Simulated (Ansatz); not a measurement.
`N[SiH2]B(O)Cl` + CH₃OH → `COB(O)Cl` + `N[SiH3]`  (cleavage of the B–Si bond)

Calculated with Ansatz (gas phase, PBE0-D4/def2-TZVP geometries, no zero-point term in ΔE). CBS: MP2 limit from def2 TZ/QZ plus the TZ coupled-cluster correction, frozen cores. This one scheme is used for every species. DFT in def2-TZVPP. B3LYP here is the variant with VWN-RPA as its local correlation; programs differ in this. Each species was taken in one conformer, which may not be the lowest.

`N[SiH2]B(O)Cl`:

Cartesian coordinates in Å:
```
N 1.799 0.446 -0.701
Si 0.150 0.825 -0.363
B -0.932 -0.630 0.557
O -2.275 -0.584 0.609
Cl -0.092 -1.994 1.345
H 1.997 -0.163 -1.480
H 2.414 0.230 0.068
H 0.118 2.017 0.531
H -0.501 1.169 -1.656
H -2.677 -1.316 1.091
```

CH₃OH:

Cartesian coordinates in Å:
```
C -0.267 0.077 0.223
O 0.506 -0.712 -0.652
H -1.095 -0.544 0.566
H -0.687 0.961 -0.272
H 0.301 0.403 1.103
H 1.242 -0.185 -0.968
```

`COB(O)Cl`:

```xyz
9

C    -1.311    0.336   -0.189
O     0.060    0.575    0.067
B     0.989   -0.402    0.128
O     2.284   -0.103    0.378
Cl    0.575   -2.106   -0.111
H    -1.815    1.302   -0.181
H    -1.746   -0.306    0.579
H    -1.450   -0.137   -1.164
H     2.413    0.843    0.494
```

`N[SiH3]`:

Cartesian coordinates in Å:
```
N -0.882 -0.571 -0.181
Si 0.600 0.263 0.073
H -1.495 -0.283 -0.927
H -1.415 -0.893 0.612
H 1.294 0.368 -1.236
H 0.485 1.646 0.627
H 1.413 -0.530 1.031
```

```json
{"level": "r2SCAN-D4", "ΔE (kJ/mol)": "-150.2", "difference from CCSD(T)/CBS": "-2.4"}
{"level": "PBE0-D4", "ΔE (kJ/mol)": "-141.2", "difference from CCSD(T)/CBS": "6.6"}
{"level": "B3LYP-D4", "ΔE (kJ/mol)": "-150.0", "difference from CCSD(T)/CBS": "-2.2"}
{"level": "ωB97X-V", "ΔE (kJ/mol)": "-149.5", "difference from CCSD(T)/CBS": "-1.7"}
{"level": "ωB97M-V", "ΔE (kJ/mol)": "-153.7", "difference from CCSD(T)/CBS": "-5.9"}
{"level": "B2PLYP", "ΔE (kJ/mol)": "-154.4", "difference from CCSD(T)/CBS": "-6.6"}
{"level": "PBE", "ΔE (kJ/mol)": "-135.0", "difference from CCSD(T)/CBS": "12.8"}
{"level": "r2SCAN", "ΔE (kJ/mol)": "-150.5", "difference from CCSD(T)/CBS": "-2.7"}
{"level": "B3LYP", "ΔE (kJ/mol)": "-151.5", "difference from CCSD(T)/CBS": "-3.7"}
{"level": "MP2/def2-TZVPP", "ΔE (kJ/mol)": "-156.6", "difference from CCSD(T)/CBS": "-8.8"}
{"level": "SCS-MP2/def2-TZVPP", "ΔE (kJ/mol)": "-157.5", "difference from CCSD(T)/CBS": "-9.7"}
{"level": "CCSD/def2-TZVPP", "ΔE (kJ/mol)": "-154.0", "difference from CCSD(T)/CBS": "-6.2"}
{"level": "CCSD(T)/def2-TZVPP", "ΔE (kJ/mol)": "-151.6", "difference from CCSD(T)/CBS": "-3.8"}
{"level": "HF/def2-QZVPP", "ΔE (kJ/mol)": "-170.5", "difference from CCSD(T)/CBS": "-22.7"}
{"level": "SCS-MP2/def2-QZVPP", "ΔE (kJ/mol)": "-155.6", "difference from CCSD(T)/CBS": "-7.8"}
{"level": "CCSD/CBS(def2)", "ΔE (kJ/mol)": "-150.2", "difference from CCSD(T)/CBS": "-2.4"}
{"level": "CCSD(T)/CBS", "ΔE (kJ/mol)": "-147.8", "difference from CCSD(T)/CBS": "0"}
```

Largest T1 diagnostic among the species: 0.012.

In def2-TZVPP, CCSD(T) changes the Hartree–Fock value by +18.4 kJ/mol (the triples alone add +2.4 kJ/mol) and MP2 by +13.4 kJ/mol. From PBE to PBE0 (25 % exact exchange), in def2-TZVPP and without D4, ΔE moves by −7.3 kJ/mol.
